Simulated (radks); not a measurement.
Task: Dipole-allowed excitations along the series with 3 electrons in [He] 2s1. Calculated with a radial shooting solver on a logarithmic mesh with Libxc functionals: scalar-relativistic Kohn-Sham, LB94 model potential, spin-polarised, spherical densities, finite nucleus; open shells are filled with parallel spins first; Fermi nuclear charge, rms radius of each element as measured or else 0.836 A^(1/3) + 0.57 fm. Time-dependent linear response with the Hartree and adiabatic LDA kernel, continuum included through the Sternheimer equations, no spin-orbit coupling, so fine structure and intercombination lines are absent. Lines are the poles of the dipole polarisability below minus the highest occupied eigenvalue, found on a grid refined at the orbital gaps; the lowest seven at most are given, and weak or close lines can be missed. The first line takes the name of the lowest orbital gap if no other gap lies below it; otherwise a line is named after a gap within 0.6 % of it, if that gap stands alone.

| species | -e(HOMO) (eV) | lowest orbital gap (eV) | first line (eV) | f | strongest line (eV) | its f | static alpha (bohr^3) |
|---|---|---|---|---|---|---|---|
| Ne7+ | 237.78 | 2s-2p 14.234 | 15.431 (2s-2p) | 0.132 | 137.90 (unassigned) | 0.333 | 0.4295 |
| Mg9+ | 365.81 | 2s-2p 17.961 | 19.438 (2s-2p) | 0.109 | 210.61 (unassigned) | 0.350 | 0.2213 |
| Al10+ | 440.14 | 2s-2p 19.892 | 21.510 (2s-2p) | 0.100 | 252.73 (unassigned) | 0.356 | 0.1661 |
| Si11+ | 521.38 | 2s-2p 21.880 | 23.640 (2s-2p) | 0.0930 | 298.72 (unassigned) | 0.361 | 0.1276 |

Estimate the first line of F6+, its oscillator strength and the static polarisability.

Result: 13.479 eV (2s-2p), f = 0.149, alpha = 0.6359 bohr^3.
